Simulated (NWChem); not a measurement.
Species: disulfane (H2S2); SMILES SS

```xyz
4

S      0.0207    -1.0361     0.0782
S     -0.0207     1.0361     0.0782
H     -0.9320    -1.2508    -0.8618
H      0.9320     1.2508    -0.8618
```
Atoms are numbered in this order, from 1.

Results from NWChem. Geometry optimised at PBE0/def2-SVP; all other runs use it. 

```csv
quantity,level,value
−ε(HOMO) (eV),PBE/def2-SVP,[?]
"vertical, lowest excitation, singlet (eV)","PBE/def2-SVPD, TDA",[?]
cavity-dispersion-structure term (kcal/mol) in n-hexane,"PBE0/def2-SVP, SMD",-2.3
"isotropic polarisability (bohr³), static",PBE/def2-SVPD,45.6
dipole (D),PBE0/def2-SVP,[?]
highest harmonic frequency (cm⁻¹),PBE0/def2-SVP,2668
```

Task: Fill in the missing entries.

Result: 
- −ε(HOMO) (eV), value: 6.07
- vertical, lowest excitation, singlet (eV), value: 4.44
- dipole (D), value: 1.48
